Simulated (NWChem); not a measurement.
System: C₄H₄OS; SMILES c1ccoc1S

```xyz
10

S      0.1886    -1.9399    -0.3768
C      0.0157    -0.2086    -0.1391
C     -1.0895     0.5774     0.0333
C     -0.6258     1.9311     0.0647
C      0.7265     1.8679    -0.0894
O      1.1377     0.5785    -0.2255
H      0.7420    -2.2469     0.8213
H     -2.1062     0.2248     0.1319
H     -1.2195     2.8258     0.1908
H      1.5083     2.6120    -0.1195
```
Atoms are numbered in this order, from 1.

Computed with NWChem. Pople sets run with spherical d functions. Geometry: optimised at B3LYP/6-31G* (spherical d). GIAO values for the isolated, static molecule; σ is the absolute isotropic shielding, δ = σ(reference) − σ with the isolated reference molecule computed at the same levels (13C: tetramethylsilane, 1H: tetramethylsilane, 17O: water).

For level B3LYP/6-31G*:

σ S1 (ppm): 589.6
δ C2 (ppm): 134.7
δ C3 (ppm): 114.3
δ C5 (ppm): 137.6
δ O6 (ppm): 287.0
δ H7 (ppm): 2.97
δ H10 (ppm): 7.21

What are these values for level PBE/pcSseg-1?


| Item | Value |
|---|---|
| σ S1 (ppm) | 560.5 |
| δ C2 (ppm) | 144.2 |
| δ C3 (ppm) | 123.6 |
| δ C5 (ppm) | 149.7 |
| δ O6 (ppm) | 342.6 |
| δ H7 (ppm) | 3.53 |
| δ H10 (ppm) | 7.42 |
